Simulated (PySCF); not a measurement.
**Electron correlation in Eu²⁺ (europium, charge +2)**

[Xe] 4f6 6s1, high-spin 8F determinant (an excited configuration). Computed with PySCF 2.14 in ANO-RCC-VTZP, with the spin-free X2C one-electron Hamiltonian (Gaussian nucleus). Frozen: [Kr] 4d10; 15 electrons correlated.

MP2 pair energies summed by pair of shells (mhartree):

```tsv
pair	energy	share (%)
4f-5p	-139.69	30.3
5p-5p	-129.50	28.1
4f-4f	-89.35	19.4
5s-5p	-35.86	7.8
4f-5s	-29.25	6.4
5p-6s	-22.57	4.9
4f-6s	-6.57	1.4
5s-5s	-6.26	1.4
5s-6s	-1.27	0.3
```

Total MP2 correlation energy: -460.34 mhartree.

Same-spin part -213.93 and opposite-spin part -246.40 mhartree; SCS-MP2 scales them by 1/3 and 6/5 to -366.99 mhartree.
